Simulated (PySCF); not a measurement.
PySCF input (M06-L/def2-TZVPD):

```python
from pyscf import gto, scf, dft

mol = gto.M(
    atom='''
    Si   -0.29261459   -0.25535547    0.13805888
    O    -0.77350728    1.29888723   -0.12302380
    O     1.24726754   -0.64578285   -0.25574789
    H    -1.13014126   -1.19216612   -0.63371661
    H    -0.53978847   -0.31014256    1.60813688
    H     1.97645180   -0.14754966    0.12292887
    ''',
    basis='def2-tzvpd',
    charge=0,
    spin=1,
    verbose=4,
)

mf = dft.UKS(mol, xc='m06l').density_fit(auxbasis='def2-universal-jkfit')
mf.grids.level = 4
mf.conv_tol = 1e-9
mf.max_cycle = 100
mf.max_memory = 1500
mf.kernel()
if not mf.converged:
    mf = mf.newton()
    mf.kernel(mf.make_rdm1())
for _ in range(2):
    mo, _, stable, _ = mf.stability(return_status=True)
    if stable:
        break
    mf.kernel(mf.make_rdm1(mo, mf.mo_occ))
mf.analyze()
```

End of the output:

```
Extra cycle  E= -441.800157576722  delta_E= -6.82e-12  |g|= 1.13e-05  |ddm|= 1.62e-05
converged SCF energy = -441.800157576722  <S^2> = 0.75635287  2S+1 = 2.0063428
uhf_internal: lowest eigs of H = [0.80394164 0.8095906  0.81131893]
<class 'pyscf.df.df_jk.DFUKS'> wavefunction is stable in the internal stability analysis
**** SCF Summaries ****
Total Energy =                        -441.800157576721915
Nuclear Repulsion Energy =             110.582167943434726
One-electron Energy =                 -830.427979637988869
Two-electron Energy =                  278.045654117832214
Two-electron Coulomb Energy =          317.318334624092472
DFT Exchange-Correlation Energy =      -39.272680506260286
HOMO-LUMO gap [eV] =                     1.900905278227854
**** MO energy ****
                             alpha | beta                alpha | beta
MO #1   energy= -65.8592724970478  | -65.8596060638725  occ= 1 | 1
MO #2   energy= -19.0137710749769  | -18.9941089239154  occ= 1 | 1
MO #3   energy= -18.985183176665   | -18.9852620690637  occ= 1 | 1
MO #4   energy= -5.27384225550116  | -5.27401752100264  occ= 1 | 1
MO #5   energy= -3.58367143883225  | -3.58402639398002  occ= 1 | 1
MO #6   energy= -3.58274953098212  | -3.58309154300719  occ= 1 | 1
MO #7   energy= -3.58190719254749  | -3.58221754795128  occ= 1 | 1
MO #8   energy= -1.00181853967496  | -1.00016460798435  occ= 1 | 1
MO #9   energy= -0.970486109053423 | -0.882117566286503 occ= 1 | 1
MO #10  energy= -0.542265670243296 | -0.538997944309671 occ= 1 | 1
MO #11  energy= -0.450927137168065 | -0.437925370630694 occ= 1 | 1
MO #12  energy= -0.395269962293485 | -0.371301976522864 occ= 1 | 1
MO #13  energy= -0.374553692387401 | -0.356322858436993 occ= 1 | 1
MO #14  energy= -0.356025296794304 | -0.325785957960936 occ= 1 | 1
MO #15  energy= -0.323133172965983 | -0.301208054867385 occ= 1 | 1
MO #16  energy= -0.306251366077528 | -0.279460990072677 occ= 1 | 1
MO #17  energy= -0.298358837233891 | -0.209604008997523 occ= 1 | 0
MO #18  energy= -0.0122352522259986 | -0.0124241640764326 occ= 0 | 0
MO #19  energy= 0.0151088600789212 | 0.0149340685777003 occ= 0 | 0
MO #20  energy= 0.0261184461842507 | 0.0263957630727394 occ= 0 | 0
MO #21  energy= 0.0424971947567274 | 0.0421867210432053 occ= 0 | 0
MO #22  energy= 0.0524801944445743 | 0.0532702968737974 occ= 0 | 0
MO #23  energy= 0.0635153810500669 | 0.0597811657632843 occ= 0 | 0
MO #24  energy= 0.0735474153952589 | 0.0766644026550441 occ= 0 | 0
MO #25  energy= 0.0829381063440536 | 0.0820378917741118 occ= 0 | 0
MO #26  energy= 0.0919951354430888 | 0.0938041487101398 occ= 0 | 0
MO #27  energy= 0.105774437701573  | 0.104367826988972  occ= 0 | 0
MO #28  energy= 0.113360342370179  | 0.113568092341963  occ= 0 | 0
MO #29  energy= 0.125117981359417  | 0.125184043893787  occ= 0 | 0
MO #30  energy= 0.139960814268853  | 0.139696682499691  occ= 0 | 0
MO #31  energy= 0.152069810537121  | 0.155642763952051  occ= 0 | 0
MO #32  energy= 0.165158843269588  | 0.163393494270433  occ= 0 | 0
MO #33  energy= 0.173418326023206  | 0.172721955714165  occ= 0 | 0
MO #34  energy= 0.177626445194568  | 0.178044168431274  occ= 0 | 0
MO #35  energy= 0.19760391567484   | 0.197904334263644  occ= 0 | 0
MO #36  energy= 0.225589662231226  | 0.226933341482819  occ= 0 | 0
MO #37  energy= 0.232474192493793  | 0.23156848280528   occ= 0 | 0
MO #38  energy= 0.246592775221689  | 0.246221354312282  occ= 0 | 0
MO #39  energy= 0.255551437696717  | 0.256852502341464  occ= 0 | 0
MO #40  energy= 0.276082975542067  | 0.276621138642323  occ= 0 | 0
MO #41  energy= 0.290487996703395  | 0.293424078902454  occ= 0 | 0
MO #42  energy= 0.2965695357209    | 0.296895610040654  occ= 0 | 0
MO #43  energy= 0.31650062820429   | 0.316504575049952  occ= 0 | 0
MO #44  energy= 0.318775701959933  | 0.318266572236866  occ= 0 | 0
MO #45  energy= 0.324996054265831  | 0.324735034528566  occ= 0 | 0
MO #46  energy= 0.360467507031246  | 0.360203401898182  occ= 0 | 0
MO #47  energy= 0.37026658166608   | 0.36872405204935   occ= 0 | 0
MO #48  energy= 0.394369380475746  | 0.393488525319775  occ= 0 | 0
MO #49  energy= 0.400761602050404  | 0.399009291538483  occ= 0 | 0
MO #50  energy= 0.4264197093093    | 0.426495411786195  occ= 0 | 0
MO #51  energy= 0.432273466086665  | 0.434160282614462  occ= 0 | 0
MO #52  energy= 0.442499615911531  | 0.447003188413847  occ= 0 | 0
MO #53  energy= 0.474201884717648  | 0.474564350443844  occ= 0 | 0
MO #54  energy= 0.490331134519075  | 0.488509516956409  occ= 0 | 0
MO #55  energy= 0.495043682852339  | 0.493616815467224  occ= 0 | 0
MO #56  energy= 0.501165144524497  | 0.499793944122139  occ= 0 | 0
MO #57  energy= 0.52925134548608   | 0.532143569597386  occ= 0 | 0
MO #58  energy= 0.535641439397906  | 0.537387640648647  occ= 0 | 0
MO #59  energy= 0.55973744110177   | 0.566903455451998  occ= 0 | 0
MO #60  energy= 0.577972653070879  | 0.579419673515491  occ= 0 | 0
MO #61  energy= 0.611587631225867  | 0.616049202545889  occ= 0 | 0
MO #62  energy= 0.633635747067788  | 0.633414119337015  occ= 0 | 0
MO #63  energy= 0.658398663191381  | 0.659517682914548  occ= 0 | 0
MO #64  energy= 0.661179329229264  | 0.66386046984526   occ= 0 | 0
MO #65  energy= 0.679962382801338  | 0.679254146740532  occ= 0 | 0
MO #66  energy= 0.717789527574165  | 0.723759701767258  occ= 0 | 0
MO #67  energy= 0.758861722248152  | 0.761991302087501  occ= 0 | 0
MO #68  energy= 0.776039916890171  | 0.781237522561502  occ= 0 | 0
MO #69  energy= 0.789892876780932  | 0.807283156723745  occ= 0 | 0
MO #70  energy= 0.803938807623618  | 0.810113909274318  occ= 0 | 0
MO #71  energy= 0.814858611740315  | 0.82901232481732   occ= 0 | 0
MO #72  energy= 0.846702966725958  | 0.851169571405569  occ= 0 | 0
MO #73  energy= 0.908323511729826  | 0.91053064232706   occ= 0 | 0
MO #74  energy= 0.960118438311056  | 0.966439542800842  occ= 0 | 0
MO #75  energy= 1.03716541760456   | 1.04113447874814   occ= 0 | 0
MO #76  energy= 1.0443524403497    | 1.04457396449653   occ= 0 | 0
MO #77  energy= 1.10678394631819   | 1.10877492170143   occ= 0 | 0
MO #78  energy= 1.12642038461295   | 1.12598638921348   occ= 0 | 0
MO #79  energy= 1.14676355560701   | 1.14821980385815   occ= 0 | 0
MO #80  energy= 1.15234363514185   | 1.15352164748615   occ= 0 | 0
MO #81  energy= 1.18454953310185   | 1.18689244747665   occ= 0 | 0
MO #82  energy= 1.21444585881932   | 1.21914353997227   occ= 0 | 0
MO #83  energy= 1.32796546242383   | 1.33447618543826   occ= 0 | 0
MO #84  energy= 1.33953844633685   | 1.34328395483776   occ= 0 | 0
MO #85  energy= 1.36213524421274   | 1.36688311807661   occ= 0 | 0
MO #86  energy= 1.39022694143541   | 1.3942249259973    occ= 0 | 0
MO #87  energy= 1.5019332468266    | 1.50602494731952   occ= 0 | 0
MO #88  energy= 1.54856416503113   | 1.55306968019917   occ= 0 | 0
MO #89  energy= 1.60033644735698   | 1.60319045189289   occ= 0 | 0
MO #90  energy= 1.63200068676277   | 1.6360302032973    occ= 0 | 0
MO #91  energy= 1.69887517131762   | 1.7079989980525    occ= 0 | 0
MO #92  energy= 1.72208810951793   | 1.76292176024482   occ= 0 | 0
MO #93  energy= 1.73944520316449   | 1.76782896479984   occ= 0 | 0
MO #94  energy= 1.84072230669793   | 1.85354991069114   occ= 0 | 0
MO #95  energy= 1.89566609394942   | 1.90360231965956   occ= 0 | 0
MO #96  energy= 1.90937201002939   | 1.93075844044909   occ= 0 | 0
MO #97  energy= 1.97082278105334   | 1.98357594549989   occ= 0 | 0
MO #98  energy= 2.05391082969267   | 2.06513051450913   occ= 0 | 0
MO #99  energy= 2.07191076722377   | 2.0835825109085    occ= 0 | 0
MO #100 energy= 2.11882504754888   | 2.13203106539946   occ= 0 | 0
MO #101 energy= 2.13477572483      | 2.14231483239801   occ= 0 | 0
MO #102 energy= 2.16409974250709   | 2.17485901007635   occ= 0 | 0
MO #103 energy= 2.21687093002426   | 2.24032697214776   occ= 0 | 0
MO #104 energy= 2.32477947268509   | 2.33462719153056   occ= 0 | 0
[...]
```

It need not be the lowest isomer of its formula.
